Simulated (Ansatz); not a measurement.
H4N, charge +1, singlet, at a GFN2-xTB geometry; Ansatz (a first-principles code) with HF/cc-pVDZ.

Input for Ansatz:
Ansatz 0.2 input:
```yaml
crystal:
  periodic: [false, false, false]
  atoms:
    - {symbol: N, position_ang: [0.00000000, -0.00000000, -0.00000000]}
    - {symbol: H, position_ang: [-0.69851852, -0.34749108, -0.67183826]}
    - {symbol: H, position_ang: [0.02245826, 1.02891450, -0.02958725]}
    - {symbol: H, position_ang: [-0.25206810, -0.31063626, 0.94868941]}
    - {symbol: H, position_ang: [0.92812837, -0.37078716, -0.24726391]}
basis:
  gaussian:
    orbitals: cc-pVDZ
    point_charges:
      - {charge: -1.0, position_ang: [-2.0929, 3.1583, -1.3720]}
hamiltonian:
  xc: hf
total_charge: 1
```

The log (banner, timings and long lists left out):

```
Functional definition: HF
304 factors; integrals over basis functions are off by at most 1.3e-3 eV
mean field evaluation 1: about -1538.4896 eV, gradient 4.5e1 eV
mean field evaluation 2: about -1538.4892 eV, gradient 4.5e1 eV
mean field evaluation 4: about -1542.2518 eV, gradient 1.7e0 eV
mean field evaluation 8: about -1542.2635 eV, gradient 1.1e-4 eV
mean field -1542.26353487 eV, -56.6771395228 hartree, gradient 2.0e-5 eV, S^2 0.000000; 0 other end points of the search recorded, 0 dependent functions left out
reference -1542.26353487 eV, -56.6771395228 hartree; 5, 5 occupied and 29, 29 virtual orbitals, 304 factors
Total energy: -1542.26353487 eV, -56.6771395228 hartree
```
